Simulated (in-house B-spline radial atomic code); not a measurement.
**RPA and G0W0 on BHandHLYP: Cd**

Configuration [Kr] 4d10 5s2, mean-field start BHandHLYP. Computed with an all-electron radial atomic-structure program (B-spline basis): all electrons, scalar-relativistic (spin-free one-electron X2C), finite nucleus, each spin shell either full or empty, empty states to l = 9 with an (l + 1/2)⁻⁴ tail; G0W0 by contour deformation at full frequency.

Command:
```bash
python run_gw.py task.json out
```
Settings (radii: box in bohr, nucleus in fm):
```
Z                        48
electrons                48
configuration            [Kr] 4d10 5s2
hamiltonian              x2c
method                   bhandhlyp
lmax                     9
rms_radius               4.6087
spin_polarised           False
box_radius               40
intervals                72
ion_configuration        [Kr] 4d10 5s1
```

Cost of the run: 8.7 s on 1 thread of Arm Neoverse V2, on a shared host.

Energies (hartree):

```tsv
term	value
mean-field total	-5594.02167
Hartree-Fock functional on these orbitals	-5591.38085
direct second order	-4.112
second-order exchange	1.1397
SOSEX correction	1.0538
```

Problem. What is the RPA correlation energy, and what remains with SOSEX?

Solution. RPA gives -3.589 hartree (-2.03 eV per electron); RPA + SOSEX gives -2.5352, and the second-order doubles -2.9722 hartree (no singles). RPA lacks exchange-type terms and so overcorrelates at short range.

Quasi-particle levels (eV):

```
level  occupied  mean field  Σx - vxc  Σc  QP weight  G0W0
   5s       yes      -7.027     -0.59   ?          ?     ?
```

G0W0 = mean field + (Σx - vxc) + Σc, with Σc (partial-wave tail included) taken at the quasi-particle energy. Only the outer levels were computed. Levels of low weight are left out.

Problem. Where does G0W0 put 5s?

Solution. At -9.068 eV, with Σc = -1.45 eV and a quasi-particle weight of 0.918. The tabulated removal energy is 8.994 eV (NIST, measured); the calculation leaves out spin-orbit coupling, Breit and QED terms, and what these don't explain is the method's own error.

Problem. What does it cost to remove one electron (to [Kr] 4d10 5s1) by differences of total energies, each species on its own start (correlation terms add to the Hartree-Fock functional)?

Solution. BHandHLYP 8.654 eV, Hartree-Fock functional 7.306 eV, + RPA 9.037 eV, + RPA + SOSEX 8.638 eV, + second order 9.660 eV. Tabulated: 8.994 eV (NIST, measured); the calculation leaves out spin-orbit coupling, Breit and QED terms, and what these don't explain is the method's own error.
